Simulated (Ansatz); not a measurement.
TiSe₂: single points at one geometry.

```yaml
crystal:
  periodic: [false, false, false]
  atoms:
    - {symbol: Ti, position_ang: [-0.869280, 1.052334, 0.042483]}
    - {symbol: Se, position_ang: [-0.458923, -1.254731, -0.257054]}
    - {symbol: Se, position_ang: [1.328203, 0.202397, 0.214571]}
basis:
  gaussian: {orbitals: def2-TZVP, initial_orbitals: start.molden}
hamiltonian: {xc: {text: "exchange = 0.85*pbe_x + 0.15*exact_x\ncorrelation = pbe_c"}}
scf: {omitted_lower_state_checks: [starts]}
output: {orbitals: {seedname: orbitals}}
```

The file start.molden holds the orbitals of an earlier run on this structure, at another level or in another basis.

```sh
$ ansatz run in.yaml --threads 4 --pin off --events-out ev --progress --plain --max-ram 3916MiB
```

Output, abridged:

```
Functional definition: unnamed
1241 factors; their error is unknown
mean field evaluation 1: about -153790.6439 eV, gradient 5.0e0 eV
mean field evaluation 2: about -153790.6824 eV, gradient 1.3e-1 eV
mean field evaluation 4: about -153791.2298 eV, gradient 4.2e-3 eV
mean field evaluation 8: about -153791.2298 eV, gradient 3.4e-5 eV
mean field -153791.22979722 eV, -5651.7234516081 hartree, gradient 3.4e-5 eV, S^2 0.000000; 0 other end points of the search recorded, 0 dependent functions left out
reference -153791.22982684 eV, -5651.7234526967 hartree; 45, 45 occupied and 96, 96 virtual orbitals, 1241 factors
Total energy: -153791.22982684 eV, -5651.7234526967 hartree
Checks for a lower state left out: starts
```

It took 1.7 s on 4 threads of INTEL XEON PLATINUM 8581C on a shared host.

First input, but with `gaussian: {orbitals: def2-TZVPD, initial_orbitals: start.molden}`, `hamiltonian: {xc: pbe, dispersion: d4}` (abridged; 1.4 s):

```
Functional definition: PBE
mean field -153788.82682337 eV, -5651.6351439480 hartree, gradient 2.5e-5 eV, S^2 0.000000
Total energy: -153788.94574501 eV, -5651.6395142379 hartree
Checks for a lower state left out: starts
```

As the first input, with `hamiltonian: {xc: {name: B2PLYP}}` and without the key `output` (abridged; 3.6 s):

```
Functional definition: B2PLYP
mean field -153780.43289157 eV, -5651.3266726442 hartree, gradient 2.2e-6 eV, S^2 0.000000; unrestricted orbitals would lower it
23 core orbitals not correlated: weight in the atoms' cores, before any rotation towards them, 1.000 or more for the frozen orbitals, at most 0.000 for the correlated occupied ones
second order -29.40039060 eV of doubles, -0.00000000 eV of singles
Total energy: -153788.37112421 eV, -5651.6183973126 hartree
Checks for a lower state left out: starts
```

As the first input, with `gaussian: {orbitals: def2-TZVPD, initial_orbitals: start.molden}`, `hamiltonian: {xc: pbe0, dispersion: d4}` (abridged; 5.5 s):

```
Functional definition: PBE0
mean field evaluation 16: about -153792.9815 eV, gradient 5.9e-5 eV
mean field -153792.98152675 eV, -5651.7878264813 hartree, gradient 3.2e-5 eV, S^2 0.000000
Total energy: -153793.08153455 eV, -5651.7915017000 hartree
Checks for a lower state left out: starts
```

The first input with `gaussian: {orbitals: def2-SVP, initial_orbitals: start.molden}`, `hamiltonian: {xc: pbe0, dispersion: d4}` (abridged; 1.2 s):

```
Functional definition: PBE0
mean field -153773.84702084 eV, -5651.0846463589 hartree, gradient 3.0e-5 eV, S^2 0.000000
Total energy: -153773.94702999 eV, -5651.0883216271 hartree
Checks for a lower state left out: starts
```

As the first input, with `hamiltonian: {xc: {name: wB97M-V}}` (abridged; 14 s):

```
Functional definition: wB97M-V
mean field evaluation 16: about -153805.0660 eV, gradient 3.6e-5 eV
mean field -153805.06597467 eV, -5652.2319217509 hartree, gradient 3.6e-5 eV, S^2 0.000000
Total energy: -153805.06601772 eV, -5652.2319233332 hartree
Checks for a lower state left out: starts
```

First input, but with `hamiltonian: {xc: {name: r2SCANh}, dispersion: d4}` (abridged; 3 s):

```
Functional definition: r2SCANh
mean field -153811.94929768 eV, -5652.4848792058 hartree, gradient 1.9e-5 eV, S^2 0.000000
Total energy: -153811.97324140 eV, -5652.4857591215 hartree
Checks for a lower state left out: starts
```

Geometry: r2SCAN-D4/def2-TZVP.

Correlated methods freeze 23 core orbitals; core or outer-core shells of Ti, Se are correlated, in sets that lack core-valence functions. The restricted singlet is unstable towards broken spin symmetry at other levels; at PBE with 15 % exact exchange/def2-TZVP, PBE-D4/def2-TZVPD, PBE0-D4/def2-TZVPD, PBE0-D4/def2-SVP and others this wasn't settled. At PBE-D4/def2-TZVPD an occupied level of the charge 0 singlet lies above an empty one (by up to 0.16 eV), so this SCF solution is probably not the lowest. At B2PLYP/def2-TZVP the restricted singlet (for correlated methods, its reference) is unstable: a solution with broken spin symmetry lies lower. The geometry of the singlet was relaxed on an unsound state (restricted singlet, unstable towards broken spin symmetry). At PBE0-D4/def2-TZVP a triplet of charge 0 lies 1.09 eV below the restricted singlet, each at its own geometry. The structure comes from a short search, and lower isomers may exist.
